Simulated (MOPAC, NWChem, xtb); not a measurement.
## AlBrF (SMILES [F][Al][Br]): the dipole moment, rung by rung

AlBrF has 3 atoms, charge 0, and is taken as a doublet. SMILES: `[F][Al][Br]`. Geometry: relaxed at PBE0-D4/def2-TZVP.

```csv
atom,x (Å),y (Å),z (Å)
F,-1.1200,1.0166,-0.5105
Al,-0.4400,-0.4682,-0.2888
Br,1.5490,-0.6132,0.7862
```

Each level gives the dipole moment (D). The values are calculated.

```csv
level,kind,program,value (D),CPU time
MNDO,semi-empirical,MOPAC,3.52,under 2 s
PM6,semi-empirical,MOPAC,2.16,under 2 s
PM7,semi-empirical,MOPAC,1.31,under 2 s
GFN2-xTB,semi-empirical,xtb,3.39,under 2 s
UHF/3-21G,Hartree–Fock,NWChem,2.59,3.1 s
UHF/pcseg-1,Hartree–Fock,NWChem,2.26,23 s
UHF/pcseg-2,Hartree–Fock,NWChem,2.03,58 s
USVWN5/def2-SVP,LDA,NWChem,1.43,8.8 s
UB3LYP/6-31G* (spherical functions),global hybrid,NWChem,1.69,24 s
UB3LYP/def2-SVP,global hybrid,NWChem,1.62,4.8 s
```

All-electron rows without a relativistic Hamiltonian named are non-relativistic. The values span 1.31 to 3.52 D. Magnitudes only. Sets without polarisation functions give poor dipoles. Times are those of the runs behind each value, whatever else they computed, on shared processors of several kinds: orders of magnitude only.
